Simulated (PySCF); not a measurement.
Several orderings of computed values.

Species are written as SMILES; each is one conformer at its optimised geometry, gas phase, non-relativistic unless stated; the electronic structure was computed with PySCF and density fitting.

The conformers computed, where there is a choice (atom-mapped SMILES and torsion angles):
- `[O:1]=[C:2]([OH:3])[C@@H:4]1[CH:5]=[CH:6][CH2:7][O:8]1`: O1–C2–C4–C5 90°, H–O3–C2–O1 0°
- `[CH2:1]=[C:2]([CH2:3][SiH3:4])[O:5][SiH2:6][OH:7]`: C1–C2–C3–Si4 -117°, C1–C2–O5–Si6 -3°, C2–O5–Si6–O7 61°, H–O7–Si6–O5 49°
- `[CH2:1]=[CH:2][C@H:3]1[O:4][CH2:5][O:6][C:7]1=[O:8]`: C1–C2–C3–O4 150°
- `[H]/[N:4]=[C:3](\[CH:2]=[CH2:1])[C:5](=[CH2:6])[F:7]`: C1–C2–C3–N4 0°, C2–C3–C5–C6 180°
- `[SiH3:1][Si@@H:2]([PH2:3])[CH:4]1[CH2:5][S:6][CH2:7]1`: Si1–Si2–C4–C5 53°, H–P3–Si2–Si1 -61°, H–P3–Si2–Si1 32°
- `[CH2:1]=[CH:2][S:3][CH2:4][SiH2:5][PH:6][SiH3:7]`: C1–C2–S3–C4 0°, C2–S3–C4–Si5 73°, S3–C4–Si5–P6 -140°, C4–Si5–P6–Si7 -162°
- `[O:1]=[CH:2][O:3]/[CH:4]=[C:5]1\[CH2:6][CH2:7][O:8]1`: O1–C2–O3–C4 -2°, C2–O3–C4–C5 -40°
- `[PH2:1][SiH2:2][SiH2:3][C@@H:4]1[CH2:5][CH2:6][S:7]1`: P1–Si2–Si3–C4 27°, Si2–Si3–C4–C5 166°, H–P1–Si2–Si3 -161°, H–P1–Si2–Si3 -68°
- `[PH2:1][SiH2:2][S:3][SiH2:4][CH:5]1[CH2:6][CH2:7]1`: P1–Si2–S3–Si4 167°, Si2–S3–Si4–C5 -177°, S3–Si4–C5–C6 119°, H–P1–Si2–S3 41°, H–P1–Si2–S3 -52°

The conformers of `F[C@@H]1OCOC[C@@]1(F)Cl`, `P[SiH2][C@H]1CSC[SiH2]1` and `O=C[C@@H]1CC(=O)CO1` aren't listed.

**Question.** Rank by dipole moment, highest first (CAM-B3LYP/def2-SVPD at GFN2-xTB geometries).
A. `C=C[C@H]1OCOC1=O`
B. `O=C(O)[C@@H]1C=CCO1`
C. `C=C/C(=N\[H])C(F)=C`
D. `C=C(C[SiH3])O[SiH2]O`

**Answer.** A (2.87 D), B (2.55 D), C (1.66 D), D (0.90 D).

**Question.** Rank by electronic spatial extent ⟨r²⟩ about the centre of nuclear charge, highest first (CAM-B3LYP/def2-SVPD at GFN2-xTB geometries).
A. `O=CO/C=C1\CCO1`
B. `C1C=C[C@@H](C(=O)O)O1`
C. `P[SiH2]S[SiH2]C1CC1`
D. `[SiH3][Si@H](C1CSC1)P`
E. `[H]/N=C(\C=C)C(=C)F`
F. `[SiH3]P[SiH2]CSC=C`
G. `P[SiH2][SiH2][C@@H]1CCS1`
H. `C=C(C[SiH3])O[SiH2]O`

**Answer.** C (2818 bohr²), F (2402 bohr²), G (1943 bohr²), D (1802 bohr²), H (1459 bohr²), A (959 bohr²), B (860 bohr²), E (800 bohr²).

**Question.** Rank by lowest singlet excitation, lowest first (TDDFT CAM-B3LYP/def2-SVPD at GFN2-xTB geometries).
A. `O=C(O)[C@@H]1C=CCO1`
B. `O=CO/C=C1\CCO1`
C. `P[SiH2]S[SiH2]C1CC1`
D. `Cl[C@@]1(F)[C@@H](OCOC1)F`
E. `[SiH3][Si@@H](P)C1CSC1`
F. `[H]/N=C(\C=C)C(=C)F`
G. `C=CSC[SiH2]P[SiH3]`

**Answer.** F (4.20 eV), E (4.63 eV), G (5.33 eV), A (5.55 eV), B (5.73 eV), C (6.01 eV), D (7.31 eV).

**Question.** By how much do the two ends of that ranking differ?

**Answer.** By 3.11 eV, between `F[C@@H]1OCOC[C@@]1(F)Cl` and `[H]/N=C(\C=C)C(=C)F`.

**Question.** Rank by HOMO–LUMO gap, lowest first (CAM-B3LYP/def2-SVPD at GFN2-xTB geometries).
A. `C=CSC[SiH2]P[SiH3]`
B. `[SiH2]([SiH2]P)[C@@H]1CCS1`
C. `P[SiH2]S[SiH2]C1CC1`
D. `C=C(C[SiH3])O[SiH2]O`
E. `C=C[C@H]1OCOC1=O`

**Answer.** B (8.07 eV), A (8.25 eV), D (8.90 eV), C (9.24 eV), E (9.64 eV).

**Question.** Rank by static isotropic polarisability, lowest first (CAM-B3LYP/def2-SVPD at GFN2-xTB geometries).
A. `P[SiH2][C@H]1CSC[SiH2]1`
B. `O=C[C@@H]1CC(=O)CO1`
C. `P[SiH2]S[SiH2]C1CC1`
D. `C=C(C[SiH3])O[SiH2]O`
E. `[H]/N=C(\C=C)C(=C)F`
F. `P[SiH2][SiH2][C@@H]1CCS1`
G. `C=C[C@H]1OCOC1=O`
H. `C=CSC[SiH2]P[SiH3]`

**Answer.** B (63.8 au), G (66.7 au), E (69.3 au), D (94.7 au), A (132.7 au), F (134.8 au), C (138.0 au), H (140.0 au).

**Question.** By how much do the two ends of that ranking differ?

**Answer.** By 76.2 au, between `C=CSC[SiH2]P[SiH3]` and `O=C[C@@H]1CC(=O)CO1`.

**Question.** Rank by smallest rotational constant, highest first (GFN2-xTB).
A. `C=CSC[SiH2]P[SiH3]`
B. `O=CO/C=C1\CCO1`
C. `[SiH2]([SiH2][C@@H]1CCS1)P`
D. `[SiH3][Si@@H](P)C1CSC1`
E. `P[SiH2]S[SiH2]C1CC1`

**Answer.** B (1.200 GHz), D (0.668 GHz), C (0.613 GHz), A (0.466 GHz), E (0.383 GHz).
